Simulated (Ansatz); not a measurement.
Hf₃N₃. Charge 0, multiplicity 2. Geometry PBE0-D4/def2-SVP; atoms count from 1.

```xyz
6

Hf    1.106   -0.716   -0.572
Hf   -1.196   -0.637    1.101
Hf    0.418    1.733    0.543
N     0.128    1.081   -1.340
N     0.321   -1.769    0.881
N    -0.777    0.308   -0.614
```

In the def2 sets Hf takes a core potential; there is no spin–orbit coupling. The structure comes from a short search, and lower isomers may exist.

(1) Estimate the Mulliken populations from the PBE0/def2-TZVP orbitals of Ansatz.

(2) Where does the spin sit?

(3) And the Mayer bond orders between heavy atoms (over 0.3)?

Results:

(1) 
```csv
atom,charge (e),spin (α − β),d electrons
Hf1,0.66,0.19,2.20
Hf2,0.48,0.31,2.15
Hf3,0.33,0.52,2.19
N4,-0.49,-0.01,–
N5,-0.62,0.01,–
N6,-0.36,-0.01,–
```
Mulliken values depend strongly on the basis.

(2) Summed by element: Hf 1.01, N -0.01, of 1 unpaired in all. Largest on single atoms: Hf3 0.52, Hf2 0.31, Hf1 0.19.

(3) Hf1–Hf2 0.42 (2.85 Å); Hf1–Hf3 1.30 (2.78 Å); Hf1–N4 0.63 (2.19 Å); Hf1–N5 1.44 (1.96 Å); Hf1–N6 0.65 (2.14 Å); Hf2–Hf3 1.09 (2.92 Å); Hf2–N5 1.66 (1.91 Å); Hf2–N6 1.01 (2.00 Å); Hf3–N4 1.17 (2.01 Å); Hf3–N6 0.52 (2.19 Å); N4–N6 0.87 (1.39 Å).
